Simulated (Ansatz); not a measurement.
Cost and result for the atomization energy of C2H5AlO (9 atoms, 10 bonds).

```json
{"atom": "Al1", "x (Å)": "-1.259", "y (Å)": "-0.264", "z (Å)": "-0.648"}
{"atom": "C2", "x (Å)": "0.672", "y (Å)": "-0.013", "z (Å)": "-0.618"}
{"atom": "C3", "x (Å)": "0.913", "y (Å)": "-0.016", "z (Å)": "0.825"}
{"atom": "O4", "x (Å)": "-0.079", "y (Å)": "0.925", "z (Å)": "0.381"}
{"atom": "H5", "x (Å)": "-2.120", "y (Å)": "0.543", "z (Å)": "-1.701"}
{"atom": "H6", "x (Å)": "-1.815", "y (Å)": "-1.401", "z (Å)": "0.306"}
{"atom": "H7", "x (Å)": "1.373", "y (Å)": "0.567", "z (Å)": "-1.211"}
{"atom": "H8", "x (Å)": "1.792", "y (Å)": "0.482", "z (Å)": "1.225"}
{"atom": "H9", "x (Å)": "0.521", "y (Å)": "-0.823", "z (Å)": "1.441"}
```

Total charge 0; spin multiplicity 1. The bonds changed during the relaxation, so this is another structure than the one it started from. The structure was optimised at the PBE0-D4/def2-TZVP level. Program: Ansatz. All runs use 2 threads of an Arm Neoverse V2 on a shared host. Times are those of one run each, without the atoms' runs, and a repeat can differ threefold. Electronic energies, without spin–orbit coupling; frozen cores. CCSD(T)/CBS adds CCSD(T) − MP2 in def2-TZVPP to the MP2 limit, and its time is that of the two runs behind it. T1 = 0.013.

CCSD(T)/CBS is a level of theory with its own doubt, some kJ/mol a heavy atom from the limit and from the frozen cores, so smaller differences don't rank the functionals.

```tsv
level	functions	wall time
revPBE-D4/def2-TZVPP	205	1.9 s
BLYP-D4/def2-TZVPP	205	1.9 s
CCSD(T)/def2-SVP	85	2 s
PBE0-D4/def2-TZVPP	205	2.5 s
BHLYP-D4/def2-TZVPP	205	2.6 s
r2SCANh-D4/def2-TZVPP	205	4.2 s
B2PLYP/def2-TZVPP	205	4.3 s
PBE-QIDH/def2-TZVPP	205	4.7 s
ωB97X-V/def2-TZVPP	205	7.5 s
ωB97M-V/def2-TZVPP (with forces)	205	11 s
MP2/def2-QZVPP	391	16 s
CCSD(T)/def2-TZVPP	205	48 s
CCSD(T)/CBS(def2)	–	64 s
```

What atomization energy does each give, and how far from CCSD(T)/CBS? (Estimate.)

Computed: 
| level | atomization (kcal/mol) | difference from CCSD(T)/CBS | per bond |
| --- | --- | --- | --- |
| revPBE-D4/def2-TZVPP | 752.9 | -4.4 | -0.4 |
| BLYP-D4/def2-TZVPP | 753.0 | -4.3 | -0.4 |
| CCSD(T)/def2-SVP | 718.1 | -39.2 | -3.9 |
| PBE0-D4/def2-TZVPP | 756.1 | -1.2 | -0.1 |
| BHLYP-D4/def2-TZVPP | 727.9 | -29.4 | -2.9 |
| r2SCANh-D4/def2-TZVPP | 754.6 | -2.7 | -0.3 |
| B2PLYP/def2-TZVPP | 747.2 | -10.1 | -1.0 |
| PBE-QIDH/def2-TZVPP | 751.2 | -6.1 | -0.6 |
| ωB97X-V/def2-TZVPP | 759.8 | 2.5 | 0.2 |
| ωB97M-V/def2-TZVPP (with forces) | 759.1 | 1.8 | 0.2 |
| MP2/def2-QZVPP | 763.6 | 6.3 | 0.6 |
| CCSD(T)/def2-TZVPP | 737.5 | -19.8 | -2.0 |
| CCSD(T)/CBS(def2) | 757.3 | 0.0 | 0.0 |

In def2-TZVPP, CCSD(T) changes the Hartree–Fock value by +201.5 kcal/mol (the triples alone add +13.0 kcal/mol) and MP2 by +215.8 kcal/mol; breaking electron pairs costs correlation energy, which Hartree–Fock lacks. At CCSD(T), def2-SVP lies −39.2 kcal/mol from the extrapolated value and def2-TZVPP −19.9 kcal/mol: correlation converges slowly with the basis, and small sets miss more of it in the bonded molecule than in its fragments. The D4 term adds +5.8 kcal/mol with B3LYP and +3.0 kcal/mol with PBE0; it sums over pairs of atoms, weighted by their polarisabilities, and B3LYP, whose exchange is more repulsive, gets the larger term.

B3LYP here is the variant with VWN-RPA as its local correlation; programs differ in this.
